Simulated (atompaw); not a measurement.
u(r) = r·R(r): atom against pseudo-atom (Tb (Z = 65))

Columns: radius, all-electron u(r) and pseudo u(r) of the 5d shell (level -2.52 eV) of terbium in the configuration [Kr] 4d10 4f9 5s2 5p6 5d0 6s1 6p1; LDA (PW92), scalar-relativistic, PAW (atompaw) scheme, atompaw 4.2.0.5.

| r (bohr) | all-electron | pseudo |
| --- | --- | --- |
| 0.115 | 0.1437 | 0.0003 |
| 0.231 | 0.0409 | 0.0025 |
| 0.346 | -0.1542 | 0.0082 |
| 0.462 | -0.2313 | 0.0191 |
| 0.577 | -0.1920 | 0.0359 |
| 0.692 | -0.0915 | 0.0596 |
| 0.808 | 0.0299 | 0.0905 |
| 0.923 | 0.1474 | 0.1277 |
| 1.038 | 0.2515 | 0.1706 |
| 1.154 | 0.3396 | 0.2183 |
| 1.269 | 0.4101 | 0.2685 |
| 1.385 | 0.4657 | 0.3200 |
| 1.500 | 0.5075 | 0.3699 |
| 1.615 | 0.5381 | 0.4168 |
| 1.731 | 0.5595 | 0.4593 |
| 1.846 | 0.5732 | 0.4951 |
| 1.962 | 0.5807 | 0.5238 |
| 2.077 | 0.5831 | 0.5445 |
| 2.192 | 0.5815 | 0.5575 |
| 2.308 | 0.5767 | 0.5633 |
| 2.423 | 0.5694 | 0.5630 |
| 2.538 | 0.5602 | 0.5576 |
| 2.654 | 0.5494 | 0.5487 |
| 2.769 | 0.5376 | 0.5375 |
| 2.885 | 0.5249 | 0.5249 |
| 3.000 | 0.5117 | 0.5117 |

(1) How many radial nodes do the two functions have?

(2) Is the pseudo-wave norm-conserving?

Answers

(1) The all-electron 5d function has n − l − 1 = 2; the pseudo-wave has 0, since the states of the same l below it are removed with the core.

(2) No, it belongs to a PAW set: the norm inside the radius is not constrained, and the difference is carried by the augmentation charge.
